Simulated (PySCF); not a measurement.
A species of formula C2H6N2Si has this rotational fingerprint, computed with PBE0-D3(BJ)/def2-SVP geometry optimisation, gas phase in PySCF 2.14.0:

```
Rotational constants : A = 7185, B = 2575, C = 2074 MHz
Dipole components    : |μa| = 3.22 D, |μb| = 1.09 D, |μc| = 0.59 D
Inertial defect      : -22.97 u·Å²
κ                    : -0.80
```

Question: Which structure is it? (One computed conformer of each.)
A. `[CH:1]#[C:2][SiH:3]([NH2:4])[NH2:5]` with C2–Si3–N4–H -59° and 85°, C2–Si3–N5–H -28° and -177°
B. `[N:1]#[C:2][CH2:3][SiH2:4][NH2:5]` with C2–C3–Si4–N5 -52°, C3–Si4–N5–H -161° and 58°

Answer: B. It is N#CC[SiH2]N, an asymmetric top, point group C1. The candidates at the same level (rigid rotor, commonest isotopes):

| SMILES | A (MHz) | B (MHz) | C (MHz) | μa (D) | μb (D) | μc (D) | Δ (u·Å²) | point group | rotor |
| --- | --- | --- | --- | --- | --- | --- | --- | --- | --- |
| N#CC[SiH2]N | 7185 | 2575 | 2074 | 3.22 | 1.09 | 0.59 | -22.97 | C1 | asymmetric top |
| C#C[SiH](N)N | 6218 | 2783 | 2127 | 0.27 | 0.08 | 0.62 | -25.27 | C1 | asymmetric top |

`C#C[SiH](N)N` has A 13 % too low. No structure here is proved a minimum.
